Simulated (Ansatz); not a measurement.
`[F][Al]1[CH]=[CH]1` and `[CH3][Al]1[CH]=[CH]1` differ in one atom or group.

Ansatz, PBE0-D4/def2-TZVP geometries, multiplicity 1. 

| property | `[F][Al]1[CH]=[CH]1` |
| --- | --- |
| HOMO energy (ωB97M-V/def2-TZVPP) / eV | -9.05 |
| HOMO–LUMO gap (B3LYP/def2-TZVPP) / eV | 5.17 |
| LUMO energy (B3LYP/def2-TZVPP) / eV | -1.52 |
| HOMO–LUMO gap (PBE/def2-TZVPP) / eV | 3.56 |
| HOMO–LUMO gap (ωB97M-V/def2-TZVPP) / eV | 9.55 |
| size of the dipole moment (PBE/def2-TZVPP) / D | 0.63 |

**Question.** What does the change do to each property? (Best estimate.)

**Answer.** The calculation gave: 
```csv
property,`[CH3][Al]1[CH]=[CH]1`,shift
HOMO energy (ωB97M-V/def2-TZVPP) / eV,-8.42,0.63
HOMO–LUMO gap (B3LYP/def2-TZVPP) / eV,5.52,0.35
LUMO energy (B3LYP/def2-TZVPP) / eV,-0.53,0.99
HOMO–LUMO gap (PBE/def2-TZVPP) / eV,4.03,0.47
HOMO–LUMO gap (ωB97M-V/def2-TZVPP) / eV,9.57,0.02
size of the dipole moment (PBE/def2-TZVPP) / D,1.64,1.01
```

With PBE0 the HOMO rises by 0.63 eV and the LUMO rises by 0.95 eV, so the gap widens by about 0.32 eV. PBE moves the HOMO by 0.59 eV and ωB97M-V by 0.63 eV. Dipoles are sizes alone; their direction can turn.

B3LYP here is the variant with VWN-RPA as its local correlation; programs differ in this.
